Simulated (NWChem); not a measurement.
AlGeH3ClF; SMILES [F][Al]([Cl])[GeH3]

**Question.** Give the equilibrium geometry at B3LYP/6-31G* (spherical d) (NWChem) as a Z-matrix, with the point group.

**Answer.** point group C1; any orientation.
```
Ge
H 1 1.5460
H 1 1.5467 2 108.49
H 1 1.5483 2 107.79 3 -116.38
Al 1 2.4678 2 111.03 4 -120.89
F 5 1.6574 1 121.64 2 -153.34
Cl 5 2.1120 6 115.86 1 179.28
```
